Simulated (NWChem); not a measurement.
**Polarisability of PbS**

```
Pb
S 1 2.3407
```
Charge 0, spin multiplicity 1.

Program: NWChem. Structure: optimised with PBE/def2-SVP with def2 effective core potentials on Pb, a minimum by its harmonic frequencies.

Basis set: def2-SVPD. Static limit.

```csv
method,isotropic polarisability (bohr³),difference from CCSD linear response
HF,67.39,-6.69
PBE,69.74,-4.34
BHandHLYP,67.61,-6.47
B3LYP,69.06,-5.02
CCSD linear response,74.08,0.00
```

The values span 6.69 bohr³, from HF (lowest) to CCSD linear response (highest). 

Effective core potentials replace the inner electrons of Pb; spin-orbit coupling is left out. The correlated methods keep 9 core orbitals frozen. B3LYP has NWChem's definition, with VWN1-RPA local correlation. The structure started from a generated list of species. Coupled-cluster values serve here as a point of comparison, not as the truth.
